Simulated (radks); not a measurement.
Results of a calculation; reference values are marked as such.
Problem. Ionisation of the palladium ion Pd41+, [He] 2s2 2p1, to Pd42+, [He] 2s2, under several functionals. Scalar-relativistic Kohn-Sham, spin-unpolarised, spherical densities, finite nucleus; a radial shooting solver on a logarithmic mesh with Libxc functionals. The NIST Atomic Spectra Database gives 6469 eV (semi-empirical). Rank these functionals by the error of their Delta-SCF ionisation energy: PBEsol; MS2 meta-GGA; BLYP; B86b exchange with PBE correlation; PW91; PBE; SCAN; HCTH/407; Wu-Cohen GGA; LDA (Slater exchange, Perdew-Wang correlation).

Solution. From best to worst: PW91 6347.9 eV (-121.1); BLYP 6347.8 eV (-121.2); B86b exchange with PBE correlation 6347.7 eV (-121.3); PBE 6346.7 eV (-122.3); Wu-Cohen GGA 6346.7 eV (-122.3); HCTH/407 6345.3 eV (-123.7); PBEsol 6343.7 eV (-125.3); LDA (Slater exchange, Perdew-Wang correlation) 6343.0 eV (-126.0); MS2 meta-GGA 6342.9 eV (-126.1); SCAN 6341.0 eV (-128.0). Spin polarisation and multiplet splitting are left out, so open shells lie too high by an amount that depends on their filling.

Beside tabulated values, note that spin-unpolarised runs miss the spin-polarisation part of the exchange energy of open shells.
